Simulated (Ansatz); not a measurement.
Coupled-cluster run, `c1ccc2c(c1)CCOC2`.

```yaml
crystal:
  periodic: [false, false, false]
  atoms:
    - {symbol: C, position_ang: [1.827639, 0.430202, 1.815914]}
    - {symbol: C, position_ang: [1.361830, -0.847181, 2.098195]}
    - {symbol: C, position_ang: [0.397426, -1.418091, 1.287157]}
    - {symbol: C, position_ang: [-0.109133, -0.730032, 0.190140]}
    - {symbol: C, position_ang: [0.353059, 0.552514, -0.094214]}
    - {symbol: C, position_ang: [1.322959, 1.119218, 0.727424]}
    - {symbol: C, position_ang: [-0.197128, 1.294058, -1.279219]}
    - {symbol: C, position_ang: [-1.504966, 0.679800, -1.733265]}
    - {symbol: O, position_ang: [-1.361331, -0.712040, -1.899091]}
    - {symbol: C, position_ang: [-1.172852, -1.359575, -0.668349]}
    - {symbol: H, position_ang: [2.582582, 0.887279, 2.445287]}
    - {symbol: H, position_ang: [1.752760, -1.396347, 2.947020]}
    - {symbol: H, position_ang: [0.033559, -2.418530, 1.502706]}
    - {symbol: H, position_ang: [1.682379, 2.119746, 0.506827]}
    - {symbol: H, position_ang: [-0.340879, 2.350476, -1.031835]}
    - {symbol: H, position_ang: [0.521831, 1.255089, -2.105320]}
    - {symbol: H, position_ang: [-2.300519, 0.891301, -1.001664]}
    - {symbol: H, position_ang: [-1.819366, 1.079448, -2.698912]}
    - {symbol: H, position_ang: [-2.123250, -1.383612, -0.108554]}
    - {symbol: H, position_ang: [-0.906610, -2.393714, -0.900256]}
basis:
  gaussian: {orbitals: def2-SVP}
correlation: {method: ccsd_t}
```

```sh
$ ansatz run in.yaml --threads 4 --pin off --events-out ev --progress --plain --max-ram 66560MiB --backend cuda --devices 0, --max-vram 37GiB
```

The program prints (abridged):

```
Functional definition: HF
1957 factors; integrals over basis functions are off by at most 1.4e-3 eV
mean field evaluation 1: about -11456.1527 eV, gradient 3.9e1 eV
mean field evaluation 2: about -11456.1703 eV, gradient 3.9e1 eV
mean field evaluation 4: about -11460.9148 eV, gradient 5.6e0 eV
mean field evaluation 8: about -11460.9901 eV, gradient 2.7e-4 eV
mean field -11460.99010455 eV, -421.1836178040 hartree, gradient 1.4e-6 eV, S^2 0.000000; 0 other end points of the search recorded, 0 dependent functions left out; unrestricted orbitals would lower it
10 core orbitals not correlated: weight in the atoms' cores, before any rotation towards them, 1.000 or more for the frozen orbitals, at most 0.000 for the correlated occupied ones
reference -11460.99010455 eV, -421.1836178040 hartree; 26, 26 occupied and 154, 154 virtual orbitals, 1957 factors
second order -37.25558093 eV of doubles, -0.00000000 eV of singles
cycle   1  -37.83840867 eV  change   -5.8e-1 eV  update   1.4e-1
cycle   2  -38.84853763 eV  change    -1.0e0 eV  update   4.3e-2
cycle   3  -39.07231553 eV  change   -2.2e-1 eV  update   1.9e-2
cycle   4  -39.07197407 eV  change    3.4e-4 eV  update   5.3e-3
cycle   5  -39.07396666 eV  change   -2.0e-3 eV  update   2.3e-3
cycle   6  -39.07468592 eV  change   -7.2e-4 eV  update   6.5e-4
cycle   7  -39.07440918 eV  change    2.8e-4 eV  update   2.5e-4
cycle   8  -39.07436377 eV  change    4.5e-5 eV  update   6.7e-5
cycle   9  -39.07436979 eV  change   -6.0e-6 eV  update   2.8e-5
perturbative correction -1.54621548 eV, -0.0568223709 hartree
Total energy: -11501.61068982 eV, -422.6763967790 hartree
```

Run time 6.5 s (4 threads of an AMD EPYC 7R13 on a shared host and a share of an NVIDIA H100 80 GB); peak host memory 1.2 GiB.

MP2 recovers 91.7 % of the CCSD(T) correlation energy and the triples give 3.8 %; T1 = 0.0102.
